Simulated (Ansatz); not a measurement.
Stepwise reaction of `F[Si](F)(F)[GeH3]` with hydrogen, as a gas-phase model of exchange steps in deposition or etching. ΔE in kJ/mol; ΔG adds harmonic PBE0-D4 terms to CCSD(T)/CBS, at 1 bar.

Computed with Ansatz on PBE0-D4/def2-TZVP structures; ΔE is electronic, products minus reactants. CBS: MP2 limit from def2 TZ/QZ plus the TZ coupled-cluster correction, frozen cores. This one scheme is used for every species. Functionals use def2-TZVPP. B3LYP here is the variant with VWN-RPA as its local correlation; programs differ in this. For Ge outer-core shells are correlated without core-valence functions, which leaves a few kJ/mol of doubt a bond. Scalar relativity is left out up to krypton.

```csv
step,reaction,PBE-D4,B3LYP-D4,ωB97M-V,CCSD(T)/CBS,ΔG(500 K)
1,`F[Si](F)(F)[GeH3]` + H₂ → `F[SiH](F)[GeH3]` + H–F,134.4,142.1,143.6,139.9,133.5
2,`F[SiH](F)[GeH3]` + H₂ → `F[SiH2][GeH3]` + H–F,122.5,130.3,130.5,126.4,124.9
3,`F[SiH2][GeH3]` + H₂ → `[SiH3][GeH3]` + H–F,92.1,101.6,100.5,97.2,100.5
```

**Question.** By hand: ΔE of the 3 steps together at CCSD(T)/CBS.

**Answer.** (139.9) + (126.4) + (97.2) = 363.5 kJ/mol, or 121.2 kJ/mol a step.

In ΔE each step is lower than the one before. All are uphill at CCSD(T)/CBS. ΔG lies between 100.5 and 133.5 kJ/mol a step. PBE-D4 differs from CCSD(T)/CBS by -5.5 to -3.9 kJ/mol a step. Isolated molecules leave out the surface, adducts and barriers. Largest T1 diagnostic: 0.012.
